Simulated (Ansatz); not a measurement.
`O[SiH2][AlH][Cl]` + H₂ → `O[SiH2][AlH2]` + HCl at 500 K and 1 bar (hydrogenolysis of the Al–Cl bond).

Gas-phase electronic energies from Ansatz, PBE0-D4/def2-TZVP geometries. CBS: MP2 limit from def2 TZ/QZ plus the TZ coupled-cluster correction, frozen cores. This one scheme is used for every species. Each species was taken in one conformer, which may not be the lowest.

```
           species  CCSD(T)/CBS energy (Eh)  H − E (kJ/mol)  S (J/(mol·K))
`O[SiH2][AlH][Cl]`              -1068.55078           149.3          427.8
                H₂                 -1.17544            41.0          145.5
   `O[SiH2][AlH2]`               -609.28590           156.5          380.0
               HCl               -460.38127            32.5          201.9
```

H − E and S are ideal-gas, rigid-rotor, harmonic terms from PBE0-D4/def2-TZVP, for one conformer and one mirror image of each species. The MP2-based limit puts H₂ 0.8 mEh under its directly extrapolated value; such offsets cancel only in part. 1 Eh = 2625.50 kJ/mol, R = 8.31446 J/(mol·K).

By hand: ΔE, ΔH, ΔS and ΔG.

ΔE = (-609.28590) + (-460.38127) − (-1068.55078) − (-1.17544) = 0.05905 Eh = 155.0 kJ/mol. Δ(H − E) = 156.5 + 32.5 − 149.3 − 41.0 = -1.3, so ΔH = 153.7 kJ/mol. ΔS = 380.0 + 201.9 − 427.8 − 145.5 = 8.6 J/(mol·K). ΔG = 153.7 − 500 × (8.6)/1000 = 149.4 kJ/mol.

By hand: the equilibrium constant, and the temperature at which ΔG would vanish if ΔH and ΔS stayed fixed.

log₁₀ K = −ΔG/(RT ln 10) = -15.6. ΔG = 0 at ΔH/ΔS = 17872 K, far beyond where these terms or the molecules hold.

The number of gas molecules stays the same, so ΔS is small and ΔH decides. A doubt of 5 kJ/mol in ΔE shifts log₁₀ K by 0.5 here. Other conformers and mirror images would add mixing entropy, several J/(mol·K) or more a flexible species. Modes under 60 cm⁻¹, often nearly free rotors, make the harmonic entropy too high. These are equilibria of isolated gas molecules and say nothing of rates. Largest T1 diagnostic: 0.012 (customary marks: 0.02 for closed shells, 0.045 for open ones).
